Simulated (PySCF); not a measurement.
Species: tetrahydropyran-2-methanol, C₆H₁₂O₂.
Atom-mapped SMILES: `[OH:1][CH2:2][C@H:3]1[CH2:4][CH2:5][CH2:6][CH2:7][O:8]1`

Cartesian coordinates in Å at the GFN2-xTB level; atoms count from 1:
```
atom  x, y, z in Å
O1     2.629    0.831    0.479
C2     2.198    0.225   -0.709
C3     0.696   -0.083   -0.668
C4     0.354   -1.075    0.447
C5    -1.159   -1.241    0.556
C6    -1.803    0.133    0.729
C7    -1.352    1.043   -0.412
O8     0.050    1.164   -0.463
H9     2.016    1.556    0.654
H10    2.770   -0.698   -0.821
H11    2.402    0.879   -1.570
H12    0.382   -0.499   -1.641
H13    0.757   -0.688    1.385
H14    0.835   -2.031    0.235
H15   -1.541   -1.708   -0.356
H16   -1.408   -1.889    1.398
H17   -2.891    0.057    0.728
H18   -1.486    0.569    1.679
H19   -1.730    2.059   -0.282
H20   -1.723    0.645   -1.370
```

NICS = −σ at a ghost point: NICS(0) at the centroid of the ring atoms, NICS(1) 1 Å to either side along the normal of their mean plane, zz for the tensor component along that normal. Level: GIAO PBE0/pcSseg-1 (PySCF, non-relativistic, gas phase) on the GFN2-xTB geometry, one conformer.

Ring bond lengths (Å), with Mayer bond orders in brackets: C3–C4 1.531 (0.98), C4–C5 1.527 (1.04), C5–C6 1.527 (1.03), C6–C7 1.528 (1.03), C7–O8 1.408 (0.93), O8–C3 1.420 (0.89).

Question: Give the NICS values of each ring in ppm.

Answer: 
```tsv
ring	type	NICS(0)	NICS(1), two faces	NICS(1)zz, two faces	rms pucker (Å)	centre to ring atoms, mean (Å)
C3–C4–C5–C6–C7–O8	6-membered ring with O; formal bonds all single	-2.5	-1.8 / -2.3	2.3 / 3.1	0.23	1.43
```

Question: What can be read from them?

Answer: 
- C3–C4–C5–C6–C7–O8: mean NICS(1)zz 2.7 ppm, near zero. C3, C4, C5, C6, C7 have four or more neighbours, so the value isn't read as a sign of a π ring current.

Question: What are the shieldings of the ring atoms and their hydrogens in the same run (means over atoms taken as equivalent)?

Answer: 
```csv
atoms,environment,σ isotropic (ppm)
C3,sp3 carbon bound to oxygen,104.9
C4,ring CH2 carbon,156.5
C5,ring CH2 carbon,159.5
C6,ring CH2 carbon,157.0
C7,sp3 carbon bound to oxygen,114.4
O8,cyclic ether oxygen,276.4
H12,methine hydrogen,28.58
H13,methylene hydrogen,29.60
H14,methylene hydrogen,30.51
H15,methylene hydrogen,30.29
H16,methylene hydrogen,29.79
H17,methylene hydrogen,30.43
H18,methylene hydrogen,30.21
H19,methylene hydrogen,27.49
```

The list is cut; further classes of hydrogen are left out.

The run took 30 s wall on an Arm Neoverse V2 with one thread, no GPU, on a shared host, and the process peaked at 0.79 GiB of memory. This is the whole shielding run at PBE0/pcSseg-1, SCF included.
